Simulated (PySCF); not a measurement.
## Static response to an electric field

5-methylspiro(2.4)hepta-4,6-diene, C8H10.
Atom-mapped SMILES: `[CH3:1][C:2]1=[CH:3][C:4]2([CH:5]=[CH:6]1)[CH2:7][CH2:8]2` (hydrogens: H9, H10, H11 on C1; H12 on C3; H13 on C5; H14 on C6; H15, H16 on C7; H17, H18 on C8)

Structure used (GFN2-xTB), in Å, numbered top down from 1:
```xyz
18
C8H10 angstrom
C      2.6527   -0.9617    0.1354
C      1.3055   -0.3674   -0.0904
C      0.1963   -0.5125    0.6597
C     -0.8993    0.2593    0.0535
C     -0.2986    0.8737   -1.1397
C      0.9888    0.4992   -1.2122
C     -1.9545    0.9668    0.8842
C     -2.3407   -0.2158    0.0801
H      2.6554   -1.5741    1.0336
H      3.4001   -0.1759    0.2437
H      2.9416   -1.5814   -0.7135
H      0.0869   -1.0891    1.5599
H     -0.8399    1.5107   -1.8148
H      1.7006    0.7782   -1.9689
H     -1.8803    0.8659    1.9558
H     -2.2639    1.9457    0.5520
H     -2.9217   -0.0675   -0.8169
H     -2.5378   -1.1479    0.5868
```

Level: PBE0/def2-SVPD (PySCF), static field, nuclei fixed, core orbitals frozen in the response. The polarisability tensor in these axes (au):

```
x   116.30  -9.71  -9.52
y    -9.71  74.57  -6.48
z    -9.52  -6.48  81.10
```

Task: What are the eigenvalues, a third of the trace, and Δα (Δα² = ½Σ(αi − αj)² over the three pairs)?

Result: Principal values 66.97, 84.89 and 120.11 au; mean 90.66 au = 13.43 Å³ = 14.95 × 10⁻⁴⁰ C²·m²/J; Δα = 46.82 au (52 % of the mean).

Task: What is the dipole moment, and where does it point?

Result: (-0.65, 0.01, 0.29) D, 0.72 D in size, pointing from the negative to the positive side. Measured along this direction, the outermost atoms are H11 and H10 at the negative end and H18 and H15 at the positive end.

Task: In TDDFT the mean static polarisability is Σ f/ω² over all singlet excitations (ω in hartree). How much of it do the 6 lowest give? Their energies (eV) and oscillator strengths: 4.79, 0.0510; 5.92, 0.0004; 6.05, 0.1701; 6.26, 0.0003; 6.52, 0.0164; 6.86, 0.0172.

Result: They add up to 5.66 au, 6.2 % of the 90.66 au; the largest single term is 3.44 au, from the state at 6.05 eV. Terms in order: 1.65, 0.01, 3.44, 0.00, 0.29, 0.27 au. Higher excitations give the rest. The strengths listed sum to 0.255.

Task: What would n − 1 = 2πNα be for an ideal gas of these molecules at 400 K and 1 atm, electronic part alone?

Result: N = p/kT = 1.8347 × 10¹⁹ cm⁻³, so n − 1 = 2π × N × 13.43 × 10⁻²⁴ cm³ = 1549 × 10⁻⁶ at long wavelengths.

Task: In a dilute gas of rigid molecules at 273 K, how does the orientational term μ²/3kT compare with the electronic polarisability?

Result: In Gaussian units μ²/3kT = 4.53 Å³ against 13.43 Å³, a ratio of 0.34; the Debye molar polarisation (4π/3)N_A(α + μ²/3kT) is 45.3 cm³/mol, leaving out the vibrational part.

Task: Find the Langevin capture rate constant for H3+ (3.023 u) meeting this molecule (106.078 u), k = 2.342 × 10⁻⁹ cm³/s × √(α in Å³ / reduced mass in u).

Result: The reduced mass is 2.94 u, so k = 5.01 × 10⁻⁹ cm³/s. The formula leaves out the permanent dipole, which adds to the capture rate.

Geometry: GFN2-xTB; no solvent, vibrations or thermal averaging.

These values come from a run that also computed excited states. Hardware: one thread, Intel Xeon Platinum 8259CL at 2.50 GHz (x86_64), shared host with 96 logical CPUs at a one-minute load of 42. Cost: 49 s of wall time, 0.97 GiB resident at most.
